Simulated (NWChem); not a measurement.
System: SiNH3O, singlet; SMILES N[Si]O

```xyz
6

Si    -0.6591     0.0603     0.0000
O      0.4103     1.3490     0.0000
H      1.3631     1.2022     0.0000
N      0.4148    -1.2944     0.0000
H      1.4323    -1.2941     0.0000
H      0.0480    -2.2412     0.0000
```
Atoms are numbered in this order, from 1.

Computed with NWChem. Geometry optimised at PBE0/def2-SVP; all other runs use it. Pople sets run with spherical d functions. Low-valent species are run as closed-shell singlets; no triplet was tried in these runs.

```csv
quantity,level,value
"first state with f > 0.002 (eV), O K edge, unshifted","BHandHLYP/6-311G**, TDA",531.2
solvation free energy (kcal/mol) in 2-propanol,"M05-2X/def2-SVP, SMD",-8.1
"anisotropy (bohr³), static",PBE/6-31+G*,12.2
"vertical, lowest excitation, singlet (eV)","B3LYP/def2-SVP, full TDDFT",5.48
dipole (D),PBE0/def2-SVP,3.37
highest harmonic frequency (cm⁻¹),PBE0/def2-SVP,3876
```
